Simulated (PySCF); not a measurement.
## ²⁹Si chemical shifts

Single conformer, fast rotation and ring inversion assumed for equivalent nuclei, isolated molecule, no relativistic terms. Geometry: GFN2-xTB; GIAO PBE0/pcSseg-1 shieldings; PySCF.

Shieldings were converted by a linear fit to measured shifts: ²⁹Si (scatter 8.9 ppm rms, 25.8 ppm with the 6 outliers that the fit left out vs TMS, solution or neat liquid). Occasional misses reach two or three times the rms, and more in compound classes unlike the fitted ones.

Task: Give the ²⁹Si shifts of `F[Si]([SiH3])([SiH3])N[SiH2][SiH3]`, `[SiH3][SiH2]S`, `CCCC[Si@H](P)OC`, `CCC[Si@H](P)OCC`.

Result: 
| compound | environment | δ (ppm) |
| --- | --- | --- |
| [F:1][Si:2]([SiH3:3])([SiH3:4])[NH:5][SiH2:6][SiH3:7] | Si2: silicon bonded to F, N, 2 Si | 34.2 |
| [F:1][Si:2]([SiH3:3])([SiH3:4])[NH:5][SiH2:6][SiH3:7] | Si6: silicon bonded to N, Si, 2 H | -57.0 |
| [F:1][Si:2]([SiH3:3])([SiH3:4])[NH:5][SiH2:6][SiH3:7] | Si3/4: silicon bonded to Si, 3 H (×2) | -104.0 |
| [F:1][Si:2]([SiH3:3])([SiH3:4])[NH:5][SiH2:6][SiH3:7] | Si7: silicon bonded to Si, 3 H | -104.4 |
| [SiH3:1][SiH2:2][SH:3] | Si2: silicon bonded to S, Si, 2 H | -55.8 |
| [SiH3:1][SiH2:2][SH:3] | Si1: silicon bonded to Si, 3 H | -99.5 |
| CCCC[Si@H](P)OC | silicon bonded to C, O, P, H | 0.9 |
| CCC[Si@H](P)OCC | silicon bonded to C, O, P, H | -4.6 |

Task: Match the shifts -5.0, -28.2, -53.0 ppm to `C=CO[Si@@H](Cl)C(Cl)Cl`, `[SiH3]S[SiH3]`, `N#CCC=C=C[SiH](Cl)Cl`.

Result: -5.0: N#CCC=C=C[SiH](Cl)Cl (silicon bonded to C, 2 Cl, H); -28.2: C=CO[Si@@H](Cl)C(Cl)Cl (silicon bonded to C, Cl, O, H); -53.0: [SiH3]S[SiH3] (silicon bonded to S, 3 H).
